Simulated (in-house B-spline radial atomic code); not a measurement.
Results of a calculation; reference values are marked as such.
## Two electrons in Ge: a Gaussian well −V exp(−r²/w²) with V = 8.98 meV and w = 48.2 nm

For Ge the NSM archive of the Ioffe Institute lists m_l = 1.6 m0, m_t = 0.08 m0 and ε = 16.2; the model takes one isotropic valley with the conductivity mass 3/(1/m_l + 2/m_t) = 0.117 m0, and so misses anisotropy and the other valleys. All triplets below are those of one valley; with several valleys two electrons can form a triplet in the 1s orbital itself, at an energy set by the valley splitting.

Effective-mass model with parabolic bands, a uniform dielectric constant, no image charges, no central-cell or spin-orbit terms. Two-electron levels come from full CI in B-splines with partial waves to l = 5 (up to 0.001 effective hartree above the limit).

Q: What are the effective units, and what is the potential in them?

A: Ha* = 27211.386 meV × 0.117/16.2² = 12.13 meV and a* = 0.0529177 nm × 16.2/0.117 = 7.327 nm. V = 0.74 Ha* and w = 6.58 a*.

In these units the lowest s and p orbitals lie at -0.484939 and -0.331167, and their Coulomb and exchange integrals are J_ss = 0.315774, J_sp = 0.254566 and K_sp = 0.04906. Full CI gives -0.713460 for the ground singlet, -0.627920 for the sp triplet, -0.572659 for the sp singlet and -0.523915 for the lowest triplet of two s orbitals.

Q: What does it cost to add the second electron, to first order and exactly?

A: To first order E = 2ε_s + J_ss = -0.654104, so the charging energy E(2) − 2E(1) is J_ss = 3.831 meV. CI gives -0.713460 − 2 × (-0.484939) = 0.256417, or 3.111 meV: relaxation and correlation lower it by 0.7201 meV, 18.8 % of J_ss. The s² configuration of one-electron orbitals holds 85.8 % of the state, and the mean radius is 25 nm. The second electron is bound by ε_s − E = 2.772 meV, against 5.883 meV for the first.

Q: How far above the singlet do the triplets lie?

A: To first order the sp triplet lies at ε_s + ε_p + J_sp − K_sp = -0.610598, which is 0.5278 meV above 2ε_s + J_ss. CI gives -0.627920 − (-0.713460) = 0.085540, or 1.038 meV, 56 % of the orbital spacing of 1.865 meV. The ss triplet lies 2.299 meV up, so the lower of the two is the sp one, and its gap equals k_BT at 12 K. The sp singlet-triplet splitting is 0.6704 meV, against 2K_sp = 1.19 meV.
